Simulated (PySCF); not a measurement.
Species: C₆H₄BCl₃.
Atom-mapped SMILES: `[Cl:1][B:2]([Cl:3])[c:4]1[cH:5][cH:6][c:7]([Cl:8])[cH:9][cH:10]1` (hydrogens: H11 on C5; H12 on C6; H13 on C9; H14 on C10)

Level: CAM-B3LYP/def2-SVPD in PySCF, non-relativistic, on one gas-phase PBE0-D3(BJ)/def2-SVP geometry that isn't relaxed in the solvent. The solvent is an IEF-PCM continuum (van der Waals radii × 1.2), and excitations are vertical TDDFT with non-equilibrium linear response and a frozen core. The model holds no explicit solvent molecules, cavitation or dispersion.

```tsv
run	E − E(gas) (kcal/mol)	HOMO (eV)	HOMO–LUMO gap (eV)	dipole (D)	lowest singlet (eV)	static polarisability (au)
gas	0.00	-8.83	7.48	0.86	4.86	127.9
P	-2.23	-8.71	7.47	1.06	4.80	167.9
Q	-1.22	-8.75	7.47	0.97	4.81	148.2
```

Question: The runs were made in benzene and tetrahydrofuran. Which run belongs to which solvent?

Answer: P = tetrahydrofuran, Q = benzene. The dielectric constants are 2.271 (benzene), 7.426 (tetrahydrofuran), and the energy falls further as ε rises. The optical constants n² used for the excitations are 2.25, 1.97 in the same order. In this model the ground state sees the solvent through ε alone.

Question: How constant is the ratio of the lowering to (ε − 1)/(2ε + 1)?

Answer: 
```json
{"solvent": "benzene", "(ε − 1)/(2ε + 1)": "0.229", "E − E(gas) (kcal/mol)": "-1.22", "ratio (kcal/mol)": "-5.3", "polarisation term (kcal/mol)": "-1.29"}
{"solvent": "tetrahydrofuran", "(ε − 1)/(2ε + 1)": "0.405", "E − E(gas) (kcal/mol)": "-2.23", "ratio (kcal/mol)": "-5.5", "polarisation term (kcal/mol)": "-2.46"}
```

The ratio changes by +3.4 % in size from benzene to tetrahydrofuran. The polarisation term is half the interaction of the solute with the induced surface charges.

Shape of the structure used: `[Cl:1][B:2]([Cl:3])[c:4]1[cH:5][cH:6][c:7]([Cl:8])[cH:9][cH:10]1`: Cl1–B2–C4–C5 0°.
